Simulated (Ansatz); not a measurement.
Basis sets compared for TiCl3. Charge 0, multiplicity 2. Geometry PBE-D4/def2-SVP. Ansatz on 4 threads of Arm Neoverse V2 on a shared host; times are rough, and most runs start from earlier orbitals.

```xyz
4

Ti    0.000    0.001   -0.002
Cl   -0.956   -0.549   -1.893
Cl    2.173   -0.155    0.219
Cl   -1.217    0.703    1.676
```

The structure comes from a short search, and lower isomers may exist.

Binding counts from free atoms (Ti triplet, Cl doublet) in the same basis, without a counterpoise term.

| level | functions | energy (Eh) | HOMO (eV) | LUMO (eV) | binding per atom (eV) | wall time |
| --- | --- | --- | --- | --- | --- | --- |
| PBE-D4/def2-SVP | 85 | -2228.9435 | -5.35 | -4.23 | 3.82 | 1.4 s |
| PBE-D4/def2-TZVP | 156 | -2229.5373 | -5.51 | -4.40 | – | 2.2 s |
| r2SCAN-D4/def2-TZVP | 156 | -2230.2004 | -6.14 | -4.27 | – | 6.5 s |
| PBE0-D4/def2-SVP | 85 | -2229.0716 | -7.72 | -3.24 | 3.56 | 2.5 s |
| PBE0-D4/def2-TZVP | 156 | -2229.6599 | -7.71 | -3.27 | 3.57 | 8 s |

(1) Estimate the rows for PBE-D4/def2-TZVPD, r2SCAN-D4/def2-TZVPD, PBE0-D4/def2-TZVPD.

## Answers

(1) 
```
               level  functions  energy (Eh)  HOMO (eV)  LUMO (eV)  binding per atom (eV)  wall time
   PBE-D4/def2-TZVPD        186   -2229.5392      -5.54      -4.44                      –      3.4 s
r2SCAN-D4/def2-TZVPD        186   -2230.2018      -6.15      -4.28                      –        9 s
  PBE0-D4/def2-TZVPD        186   -2229.6614      -7.72      -3.29                   3.57       11 s
```
